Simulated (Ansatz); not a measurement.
Geometry optimisation, RKS PBE0-D4/def2-SVP in Ansatz.

The input (input.yaml):

```yaml
crystal:
  periodic: [false, false, false]
  atoms:
    - { symbol: C, position_ang: [-0.0888, 2.11494, 0.29727] }
    - { symbol: C, position_ang: [-0.03049, 0.83416, 0.11817] }
    - { symbol: "N", position_ang: [0.01767, -0.36456, -0.05376] }
    - { symbol: Al, position_ang: [0.08869, -2.11988, -0.30139] }
    - { symbol: H, position_ang: [0.7427, 2.75191, 0.06235] }
    - { symbol: H, position_ang: [-0.97005, 2.57679, 0.70013] }
    - { symbol: H, position_ang: [-0.31295, -2.73849, -1.65287] }
    - { symbol: H, position_ang: [0.55324, -3.05487, 0.8301] }
basis:
  gaussian: { orbitals: def2-SVP }
hamiltonian:
  xc: pbe0
  dispersion: d4
relax:
  f_tol: 0.02
  max_steps: 40
scf:
  lower_state_search: "off"
output:
  orbitals: {}
```

Run as:

```bash
$ ansatz run input.yaml --threads 1 --pin off --max-ram 2048MiB --backend cpu --events-out ev --progress --plain --runs-dir out
```

Task: Where does it end, and by what steps?

Result: The forces met the threshold. After 12 steps the energy has fallen by 0.361 eV; H6 moved furthest, 0.94 Å.

| step | energy less start (eV) | largest force component (eV/Å) | accepted |
| --- | --- | --- | --- |
| 0 | 0.0000 | 2.297 | yes |
| 1 | -0.0712 | 0.500 | yes |
| 2 | 0.0208 | 1.349 | no |
| 3 | -0.0863 | 0.266 | yes |
| 4 | -0.1066 | 0.406 | yes |
| 5 | -0.1508 | 0.712 | yes |
| 6 | -0.2382 | 0.554 | yes |
| 7 | -0.3174 | 0.277 | yes |
| 8 | -0.3566 | 0.137 | yes |
| 9 | -0.3604 | 0.026 | yes |
| 10 | -0.3605 | 0.028 | yes |
| 11 | -0.3605 | 0.027 | yes |
| 12 | -0.3607 | 0.017 | yes |

```xyz
8
Properties=species:S:1:pos:R:3
C -0.089 2.113 0.301
C -0.034 0.806 0.115
N 0.016 -0.384 -0.055
Al 0.090 -2.145 -0.306
H 0.030 2.792 -0.545
H -0.253 2.516 1.302
H 0.333 -2.644 -1.784
H -0.092 -3.054 0.972
```

Whether the end is a true minimum wasn't checked by a vibrational analysis.

Time of the run: 28 s on 1 thread of Arm Neoverse V2, on a shared host, peak memory 0.14 GiB.
